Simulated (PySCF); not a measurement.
## Excitation energy of Cr⁺ by level of theory

Cr⁺ [Ar] 3d5 (6S) → Cr⁺ [Ar] 3d4 4s1 (6D), as a difference of total energies. Computed with PySCF 2.14 in aug-cc-pwCVTZ-DK with one added diffuse shell each of s, p, d, f, g type (11s10p8d5f4g, 152 functions), with the spin-free X2C one-electron Hamiltonian (Gaussian nucleus). Correlated levels: valence: [Ar] frozen; valence and next inner shell: [Ne] frozen; nothing frozen. The calculations carry no spin-orbit coupling.

Order these methods by the excitation energy they give, lowest first.
A. UHF
B. PBE
C. MP2 (all electrons)
D. PBE0

A (0.756 eV), D (1.543 eV), B (1.613 eV), C (1.776 eV).

For comparison: 1.522 eV (measured; NIST levels, between the centres of gravity of the two terms).
